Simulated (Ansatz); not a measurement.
Two structures of AlH5SeO2, closed shell, reached by relaxing down either side of one saddle point (PBE0-D4/def2-TZVP). Energies are electronic, without zero-point energy. Program: Ansatz 0.2.0. Basis: def2-TZVPP and def2-QZVPP. Cores are frozen in the correlated methods. Filled d shells of the heavier atoms are correlated. The def2 sets are not built for correlating such inner shells, so the correlated values are less sure here. Extrapolation: Hartree–Fock as exp(−7.88 √X), correlation as X^−2.97. First:

```
atom    x (Å)    y (Å)    z (Å)
 Al1  -0.4307  -0.2462  -0.6191
  H2   0.1782  -1.6578  -1.0014
  O3   0.0206   1.1010  -1.5730
  O4  -1.9043  -0.1330   0.2478
  H5   2.4563   0.2680   0.6106
 Se6   1.2370   0.4906   1.3975
  H7  -0.5338   1.8780  -1.6219
  H8  -2.4212  -0.9043   0.4708
  H9   1.3980  -0.7960   2.0886
```

Second:

```
9
angstrom
Al -0.1565 0.5049 0.1847
H 1.1943 -1.1589 -1.2856
O -0.1371 1.3821 -1.2596
O -1.3336 -0.6149 0.6573
H 0.8758 -1.6548 -0.8211
Se 1.4897 1.0384 1.7036
H -0.7715 1.3124 -1.9691
H -2.0914 -0.8740 0.1376
H 0.9304 0.0652 2.6521
```

Which bonds change from the first to the second?

AlH₃O₂ ([OH][AlH][OH]) + H₂Se → AlH₃SeO₂ ([OH][Al]([OH])[SeH]) + H₂; bonds formed: H2–H5; dative contacts that become bonds: Al1–Se6; bonds broken: Al1–H2, H5–Se6.

Give the saddle point's structure and its height above each. (An estimate is asked for; the value comes from the calculation.)

By the calculation: 16.30 kcal/mol above the first and 31.33 kcal/mol above the second (CCSD(T) at an estimated basis limit (MP2 extrapolated from triple and quadruple zeta, plus CCSD(T) − MP2 in triple zeta)).
| atom | x (Å) | y (Å) | z (Å) |
| --- | --- | --- | --- |
| Al1 | -0.2127 | -0.0201 | -0.3877 |
| H2 | 0.8883 | -1.2300 | -0.7600 |
| O3 | -0.2564 | 1.0656 | -1.6889 |
| O4 | -1.5013 | -0.5178 | 0.6006 |
| H5 | 1.5062 | -0.6213 | 0.1181 |
| Se6 | 1.6262 | 0.6029 | 1.2671 |
| H7 | -0.7259 | 1.8971 | -1.6708 |
| H8 | -2.3155 | -0.8915 | 0.2703 |
| H9 | 0.9911 | -0.2846 | 2.2513 |

The T1 diagnostic stays at or below 0.012.

Exchanges of this kind with a chalcogen hydride build sulfide and selenide films.

Labels in which every atom is bracketed show which atoms are joined, not bond orders.

For scale, one of the runs: CCSD(T)/def2-TZVPP, 222 basis functions, launched by `ansatz run in.yaml --threads 4 --pin off --events-out ev --progress --plain --max-ram 9574MiB`. The run took 98 s on 4 CPU threads of an Arm Neoverse V2 (shared host), with 3.5 GiB of host memory at its peak.
